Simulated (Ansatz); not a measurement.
Cost and result for the atomization energy of BFH2OSi (`F[SiH]1BO1`) (6 atoms, 6 bonds).

Total charge 0; spin multiplicity 1. All single points use the PBE0-D4/def2-TZVP geometry. Program: Ansatz. All runs use 2 threads of an Arm Neoverse V1 on a shared host. Times are those of one run each, without the atoms' runs, and a repeat can differ threefold. Electronic energies, without spin–orbit coupling; frozen cores. CCSD(T)/CBS adds CCSD(T) − MP2 in def2-TZVPP to the MP2 limit, and its time is that of the two runs behind it. T1 = 0.015. HSE06 is the plane-wave form, built on full-range PBE exchange.

CCSD(T)/CBS is a level of theory with its own doubt, some kJ/mol a heavy atom from the limit and from the frozen cores, so smaller differences don't rank the functionals.

```csv
level,functions,wall time
LDA (SPW92)/def2-TZVPP,163,0.95 s
CCSD(T)/def2-SVP,70,1.6 s
BHLYP-D4/def2-TZVPP,163,2.4 s
HSE06-D4/def2-TZVPP,163,2.5 s
CAM-B3LYP-D4/def2-TZVPP,163,2.7 s
r2SCAN-D4/def2-TZVPP (with forces),163,4 s
B2PLYP/def2-TZVPP,163,4.1 s
r2SCANh-D4/def2-TZVPP,163,4.5 s
ωB97X-V/def2-TZVPP,163,6.5 s
ωB97M-V/def2-TZVPP (with forces),163,9 s
MP2/def2-QZVPP,301,11 s
CCSD(T)/def2-TZVPP,163,32 s
CCSD(T)/CBS(def2),–,43 s
```

Q: What atomization energy does each give, and how far from CCSD(T)/CBS? (Estimate.)

A: Ansatz gave: 
| level | atomization (kcal/mol) | difference from CCSD(T)/CBS | per bond |
| --- | --- | --- | --- |
| LDA (SPW92)/def2-TZVPP | 649.2 | 86.7 | 14.5 |
| CCSD(T)/def2-SVP | 519.8 | -42.7 | -7.1 |
| BHLYP-D4/def2-TZVPP | 538.7 | -23.8 | -4.0 |
| HSE06-D4/def2-TZVPP | 558.9 | -3.6 | -0.6 |
| CAM-B3LYP-D4/def2-TZVPP | 565.0 | 2.5 | 0.4 |
| r2SCAN-D4/def2-TZVPP (with forces) | 567.3 | 4.8 | 0.8 |
| B2PLYP/def2-TZVPP | 557.6 | -4.9 | -0.8 |
| r2SCANh-D4/def2-TZVPP | 561.2 | -1.3 | -0.2 |
| ωB97X-V/def2-TZVPP | 564.6 | 2.1 | 0.4 |
| ωB97M-V/def2-TZVPP (with forces) | 565.2 | 2.7 | 0.5 |
| MP2/def2-QZVPP | 577.2 | 14.7 | 2.5 |
| CCSD(T)/def2-TZVPP | 545.4 | -17.1 | -2.9 |
| CCSD(T)/CBS(def2) | 562.5 | 0.0 | 0.0 |

At CCSD(T), def2-SVP lies −42.7 kcal/mol from the extrapolated value and def2-TZVPP −17.1 kcal/mol: correlation converges slowly with the basis, and small sets miss more of it in the bonded molecule than in its fragments. From PBE to PBE0 (25 % exact exchange), in def2-TZVPP and without D4, the atomization energy moves by −15.1 kcal/mol: exact exchange takes away binding that semilocal exchange gives to molecules. Leaving LDA and LC-ωPBE aside and taking each functional with its dispersion term where it has one, the values, not all of them listed here, spread over 35.2 kcal/mol, from BHLYP-D4 to PBE-D4. LDA lies +77.6 kcal/mol from PBE without D4, its usual overbinding.
